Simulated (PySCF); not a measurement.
Job for PySCF: R-B3LYP/6-311+G** on H4N2OSi (a complex), monomers drawn apart or pushed together.

```python
from pyscf import gto, scf, dft, mp
from pyscf.data.elements import chemcore

mol = gto.M(
    atom='''
    N     0.15313107   -0.64639390   -1.14563864
    N     0.36035999   -0.46325078   -0.09117521
    O     0.82049351    0.23013037    3.89474271
    Si   -0.57347165    0.34397142    4.76915807
    H     0.75326263    0.06509581    2.95023152
    H    -1.43363214    1.45613645    4.29143262
    H    -0.16382759    0.59552040    6.16497994
    H    -1.37077493   -0.90675350    4.69906138
    ''',
    basis='6-311+g**',
    charge=0, spin=0, verbose=3, max_memory=1800)
mf = dft.RKS(mol, xc='b3lyp')
mf.conv_tol = 1e-8
mf.max_cycle = 100
mf.kernel()
if not mf.converged:
    mf = mf.newton().run(mf.mo_coeff, mf.mo_occ)
```

It printed:

```
converged SCF energy = -476.76812257848
```

The calculation finished and met its thresholds.

Cost: about 11 core-seconds (a rough figure).
